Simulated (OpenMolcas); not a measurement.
A calculation on B.

```json
{
 "Program": "OpenMolcas",
 "Method": "CASSCF",
 "Basis": "ANO-RCC-VTZP [4s3p2d1f]",
 "Scalar Hamiltonian": "DKH2, point nucleus",
 "Active space": "3 electrons in 4 orbitals (2s 2p)",
 "State averaging": "2S+1 = 4 odd, 1 root (0 in the spin-orbit step); 2S+1 = 2 odd, 3 roots kept (CI in the orbitals of an earlier block); 2S+1 = 4 even, 3 roots; 2S+1 = 2 even, 5 roots kept (CI in the orbitals of an earlier block, 0 in the spin-orbit step)",
 "Spin-orbit coupling": "state interaction with AMFI integrals over the reference wave functions, term energies averaged over their components"
}
```

Problem. Which level of the active space comes out lowest?

Solution. 2s2 2p 2P* 1/2, with 100 % of that term; it is also the measured ground level.

Problem. How high does 2s2 2p 2P* 3/2 lie?

Solution. 14.9 cm-1 above the lowest level; measured 15.3 cm-1 above the ground level, so the calculation is off by -3 %.

Problem. How high does 2s 2p2 4P 1/2 lie?

Solution. 23572 cm-1 above the lowest level; measured 28870 cm-1 above the ground level, so the calculation is off by -18 %.

Problem. How high does 2s 2p2 4P 5/2 lie?

Solution. 23586 cm-1 above the lowest level; measured 28881 cm-1 above the ground level, so the calculation is off by -18 %.

Measured values: NIST Handbook of Basic Atomic Spectroscopic Data.

Without dynamic correlation excited terms often stand tens of per cent too high (terms of higher spin than the ground term too low), and those without a measured partner can miss by more than the paired ones. Terms from blocks run as CI alone lack orbitals of their own. Computed and measured levels are paired by configuration, term and J; levels that our copy of the source lacks, or whose pairing is in doubt (as where it misses far off the trend of its configuration), stay unpaired and out of the deviations. Only configurations of the active space appear.

* marks odd parity.
